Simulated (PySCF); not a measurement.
C4H5F, SMILES C(=C=CC)F.

The structure is a stationary point at PBE0-D3(BJ)/def2-SVP.

These are PBE0-D3(BJ)/def2-SVP in PySCF 2.14.0 values and carry that method's errors.

No scaling factor is applied to the harmonic values.

| mode | ν (cm⁻¹) | IR (km/mol) | moving atoms (share of kinetic energy) |
|---|---|---|---|
| 1 | 139 | 1.5 | C 44 %, H 30 %, F 26 % |
| 2 | 159 | 0.8 | H 65 %, C 28 % |
| 3 | 218 | 2.4 | C 54 %, H 36 %, F 11 % |
| 4 | 339 | 3.1 | C 58 %, H 26 %, F 15 % |
| 5 | 529 | 12.2 | C 75 %, H 20 % |
| 6 | 626 | 12.0 | C 64 %, F 24 %, H 12 % |
| 7 | 784 | 10.5 | H 65 %, C 33 % |
| 8 | 890 | 21.6 | H 86 %, C 14 % |
| 9 | 894 | 11.4 | C 59 %, H 40 % |
| 10 | 1044 | 0.1 | H 62 %, C 38 % |
| 11 | 1068 | 57.0 | C 48 %, H 43 %, F 10 % |
| 12 | 1123 | 49.5 | C 62 %, H 30 %, F 9 % |
| 13 | 1212 | 103.7 | H 58 %, C 25 %, F 18 % |
| 14 | 1310 | 18.7 | H 86 %, C 13 % |
| 15 | 1382 | 5.1 | H 77 %, C 23 % |
| 16 | 1441 | 5.2 | H 84 %, C 16 % |
| 17 | 1450 | 9.6 | H 96 % |
| 18 | 1509 | 61.5 | C 64 %, H 34 % |
| 19 | 2114 | 53.6 | C 99 % |
| 20 | 3052 | 16.6 | H 97 % |
| 21 | 3133 | 6.9 | H 91 %, C 9 % |
| 22 | 3134 | 4.4 | H 92 %, C 8 % |
| 23 | 3180 | 7.0 | H 90 %, C 10 % |
| 24 | 3206 | 4.7 | H 92 %, C 8 % |
